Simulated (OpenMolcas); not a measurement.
# Au3+: moving or changing the point charges

Au3+ among 4 point charges of -2.5 e arranged as a tetrahedron (Td), 2.05 Å from the ion.
```
   1.1836    1.1836    1.1836  -2.50
   1.1836   -1.1836   -1.1836  -2.50
  -1.1836    1.1836   -1.1836  -2.50
  -1.1836   -1.1836    1.1836  -2.50
```

* Program: OpenMolcas
* Method: CASSCF
* Basis: ANO-RCC-VDZP [7s6p4d2f]
* Scalar Hamiltonian: DKH2, point nucleus
* Active space: 8 electrons in 5 orbitals (5d)
* State averaging: 2S+1 = 3 even, 10 roots; 2S+1 = 1 even, 15 roots
* Spin-orbit coupling: RASSI with atomic mean-field integrals over the reference wave functions

Runs around this geometry, states (labels of Td). Energies in cm-1 above the lowest state or level, χT in cm3 K/mol; under a threefold ground state the first gap can be a small split of the lowest multiplet, not the spin-orbit step; 10Dq and B are least-squares fits to the states below 45000 cm-1, weighted by degeneracy, with a free offset, and given where the rms deviation is under 5 % of |10Dq| (or 100 cm-1) and under 700 cm-1; 10Dq is negative for this site.

| R (Å) | q (e) | Ground state | First state of that spin | 10Dq | B (rms of fit) | First gap with spin-orbit (degeneracies) | χT at 300 K | First state of another spin |
| --- | --- | --- | --- | --- | --- | --- | --- | --- |
| 2.05 | -1.25 | 3T1 | 3T2 1731 | -2051 | 921 (31) | 571.1 (1, 3) | 2.489 | 1T2 12882 |
| 1.91 | -2.5 | 3T1 | 3T2 3643 | -4207 | 899 (156) | 1015 (1, 3) | 1.559 | 1T2 13315 |
| 2.05 | -2.5 | 3T1 | 3T2 2850 | -3315 | 910 (92) | 854.2 (1, 3) | 1.832 | 1T2 13168 |
| 2.21 | -2.5 | 3T1 | 3T2 2142 | -2511 | 917 (55) | 678.8 (1, 3) | 2.209 | 1T2 12998 |

Taking |10Dq| as R^-n, n = -ln(2511 / 4207) / ln(2.21 / 1.91) = 3.5 between the shortest and longest distance. The point-charge formula for a cubic d site gives n = 5.

Scaling the charges by -1.25 / -2.5 = 0.50 scales |10Dq| by 2051 / 3315 = 0.62; with fixed orbitals a first-order splitting would follow the charge.

An orbital triplet at a regular site is open to Jahn-Teller coupling, which can distort the site and quench the lowest spin-orbit gaps and is left out. Without dynamic correlation the repulsion within the d shell is too large (B by tens of per cent), so at a given field states of lower spin stand too high. Real 4d8 and 5d8 ions are as a rule square planar and diamagnetic. The ground term spreads over less than 5000 cm-1, several times less than with real ligands, so orbital moments are less quenched and χT lies further from the spin-only value than at real sites (holds for R = 2.05, q = -1.25; R = 2.21, q = -2.5). This is an electrostatic model: the charges have no orbitals. No measured value stands beside these numbers.
